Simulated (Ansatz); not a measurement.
## CHF3O3S (triflic acid): a line through the functionals

CHF3O3S has 9 atoms, charge 0, and is taken as a singlet. As SMILES, `O=S(=O)(O)C(F)(F)F`. Geometry: relaxed at PBE0-D4/def2-TZVP. This is one conformer, not always the lowest.

The HOMO–LUMO gap y, in eV, basis 6-31G(d); a is the functional's share of exact exchange. Programs: Ansatz 0.2.0.

```
functional  program     a  y (eV)
      BLYP   Ansatz     0    7.59
       PBE   Ansatz     0    7.76
     B3LYP   Ansatz   0.2    9.86
   r2SCAN0   Ansatz  0.25   11.21
      PBE0   Ansatz  0.25       ?
     BHLYP   Ansatz   0.5   13.14
```

Question: Fit y = c + s·a to the known rows and predict PBE0.

Answer: 
1. Means of the 5 rows: a = 0.1900, y = 9.912.
2. Σ(Δa)² = 0.172, Σ(Δa·Δy) = 1.9281, so the slope is 1.9281/0.172 = 11.21.
3. Intercept: 9.912 − (11.21) × 0.1900 = 7.782. The largest residual of the fit is 0.63.
4. PBE0: 7.782 + (11.21) × 0.25 = 10.58 eV.

The run gave 10.57 eV, so the prediction is off by +0.01 eV, within the largest residual. Exact exchange lowers occupied levels and raises empty ones.
